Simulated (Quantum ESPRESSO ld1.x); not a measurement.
Results of a calculation; reference values are marked as such.
Task: Er3+, configuration [Xe] 4f10 7d1 (not the ground configuration). Code: ld1.x of Quantum ESPRESSO 7.5. Model: Dirac Kohn-Sham, PBE, spin-unpolarised, spherical densities, point nucleus; open shells fill j = l - 1/2 first.

Spin-orbit splittings of the eigenvalues, e(l+1/2) - e(l-1/2), with zeta = 2 splitting/(2l+1) and mean radii in bohr:

| shell | occ. | splitting (eV) | zeta (eV) | <r> j=l-1/2 | <r> j=l+1/2 |
|---|---|---|---|---|---|
| 2p | 6 | 916.8 | 611.2 | 0.07147 | 0.07875 |
| 3p | 6 | 192.5 | 128.3 | 0.2146 | 0.2283 |
| 3d | 10 | 42.05 | 16.82 | 0.2013 | 0.2055 |
| 4p | 6 | 43.61 | 29.07 | 0.5158 | 0.5467 |
| 4d | 10 | 7.980 | 3.192 | 0.5734 | 0.5842 |
| 4f | 10 | ? | ? | 0.7237 | 0.7335 |
| 5p | 6 | 6.406 | 4.271 | 1.325 | 1.411 |
| 7d | 1 | 0.07166 | 0.02866 | 7.650 | 7.687 |

Estimate the 4f splitting.

Result: 1.228 eV (zeta = 0.3508 eV).
